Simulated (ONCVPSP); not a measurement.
An all-electron radial function and its pseudo partner (copper)

Columns: radius, all-electron u(r) and pseudo u(r) of the 3d shell (level -5.04 eV) of copper in the configuration [Ne] 3s2 3p6 3d10 4s1; PBE, scalar-relativistic, ONCV scheme, ONCVPSP 4.0.1.

```csv
r (bohr),all-electron,pseudo
0.075,0.0539,0.0063
0.150,0.2349,0.0469
0.225,0.4595,0.1442
0.300,0.6598,0.3006
0.375,0.8094,0.4985
0.450,0.9063,0.7063
0.525,0.9568,0.8894
0.600,0.9720,1.0210
0.675,0.9619,1.0874
0.750,0.9355,1.0916
0.825,0.8991,1.0479
0.900,0.8572,0.9758
0.975,0.8129,0.8940
1.050,0.7680,0.8158
1.125,0.7240,0.7477
1.200,0.6815,0.6912
1.275,0.6410,0.6439
1.350,0.6027,0.6032
1.425,0.5666,0.5665
1.500,0.5328,0.5327
1.575,0.5011,0.5010
1.650,0.4715,0.4715
1.725,0.4439,0.4439
1.800,0.4181,0.4181
1.875,0.3941,0.3940
1.950,0.3716,0.3715
```

(1) How many radial nodes do the two functions have?

(2) At about which radius was the pseudo-wave matched?

(3) Is the pseudo-wave norm-conserving?

Results:

(1) The all-electron 3d function has n − l − 1 = 0; the pseudo-wave has 0.

(2) 1.50 bohr. The columns agree to 0.0005 from 1.35 bohr on; several derivatives are matched, so the curves merge somewhat inside the radius.

(3) Yes: the ONCV scheme keeps the norm inside the radius equal to the all-electron one, which fixes the energy derivative of the logarithmic derivative at the level.
